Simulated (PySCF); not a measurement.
## Adding and removing an electron: AlSn

M06; Al x2c-SVPall, Sn x2c-SVPall; spin-free X2C with a Gaussian nucleus (PySCF 2.14). Neutral (UKS): quartet (σ ↑, π ↑↑), Re = 2.634 Å, ωe = 279 cm⁻¹, De = 2.25 eV, HOMO -4.97 eV, LUMO -2.92 eV.

AlSn⁺ (UKS): triplet (σ ↑, π ↑), Re = 2.970 Å, ωe = 168 cm⁻¹, De = 1.30 eV to Al⁺ + Sn. The energies at the minima are -6418.67492 hartree for AlSn and -6418.42558 for AlSn⁺.

Work out the adiabatic ionisation energy, without and with harmonic zero-point energies (1 hartree = 27.2114 eV, 1 eV = 8065.5 cm⁻¹), and the change of the bond length.

At M06: 0.24934 hartree = 6.785 eV between the minima; the zero-point term (168.0 − 279.0)/2 cm⁻¹ = -0.007 eV makes it 6.778 eV. Re changes by +33.6 pm against the neutral. The electron leaves a π orbital, and the longer bond of the ion fits a bonding orbital, or a change in how ionic the bond is.

These are scalar-relativistic numbers at best; spin–orbit coupling would shift them, the dissociation energy most. For an ion De counts to the pair picked by the measured ionisation energies or electron affinities, which need not be the lowest pair at this level. States were picked by a PBE0 search and need not be the measured ground states.
